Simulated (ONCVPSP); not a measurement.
## N: variants of one ONCV potential

Base potential:

| Quantity | Value |
| --- | --- |
| Element | nitrogen (N) |
| Generator | ONCVPSP 4.0.1 |
| Type | optimised norm-conserving Vanderbilt (ONCV) |
| Functional | PBEsol |
| Relativity | scalar-relativistic |
| Frozen core | none |
| Valence charge | 7 |
| Reference configuration | 1s2 2s2 2p2.75 (charge +0.25) |
| Partial waves | 1s+2s: rc 0.40 bohr, ncon 4, nbas 9, qcut 30.8 1/bohr, 2 projectors; 2p: rc 1.70 bohr, ncon 4, nbas 9, qcut 7.3 1/bohr, 2 projectors, debl 3.2 Ha |
| Local potential | polynomial inside 0.40 bohr (lpopt 5, dvloc0 6 Ha) |
| Core correction | none |

Cutoffs, loose and tight: the cutoffs (Ha) at which the residual kinetic energy of the hardest occupied pseudo-wave falls to 1 and 0.1 mHa per electron. They do not see the model core or the augmentation charge, which bear on the density cutoff. Test errors are all-electron minus pseudo excitation energies from the reference, over the configurations 1s2 2s2 2p3; 1s2 2s2 2p2; 1s2 2s2 2p1; 1s2 2s1 2p0. A dash means not determined; rows that change the core or the reference have their own tests.

A true bound ghost makes a file unfit for plane-wave use even where its test errors are small: the radial tests pick states by their node count and pass the ghost by.

```tsv
change	outcome	cutoff, loose	cutoff, tight	bound ghosts	GHOST(+) flags above zero	largest test error (meV)
base	generated	369 Ha	419 Ha	none	none	+1573
p: nbas 8	generated	369 Ha	419 Ha	none	none	+1532
```

Question: What comes out with this change to the base: p: ncon 3, nbas 8?

Answer: outcome: generated; cutoff, loose: 369 Ha; cutoff, tight: 419 Ha; bound ghosts: none; GHOST(+) flags above zero: none; largest test error (meV): +1763.

Question: What comes out with this change to the base: s: qcut 24.2; p: qcut 5.7?

Answer: outcome: generated; cutoff, loose: 292 Ha; cutoff, tight: 1327 Ha; bound ghosts: none; GHOST(+) flags above zero: p; largest test error (meV): +2422.

Question: What comes out with this change to the base: core [He], valence charge 5; reference 2s2 2p3; waves now 2s: rc 0.75 bohr, ncon 4, nbas 8, qcut 10.6 1/bohr, 2 projectors, debl 3.8 Ha; 2p: rc 1.25 bohr, ncon 4, nbas 7, qcut 7 1/bohr, 2 projectors, debl 2.7 Ha; local potential polynomial inside 0.55 bohr (lpopt 5, dvloc0 0 Ha); core correction Teter function fitted to the true core (icmod 2), fcfact 0.55?

Answer: outcome: generated; cutoff, loose: 41 Ha; cutoff, tight: 161 Ha; bound ghosts: s; GHOST(+) flags above zero: none; largest test error (meV): +422.
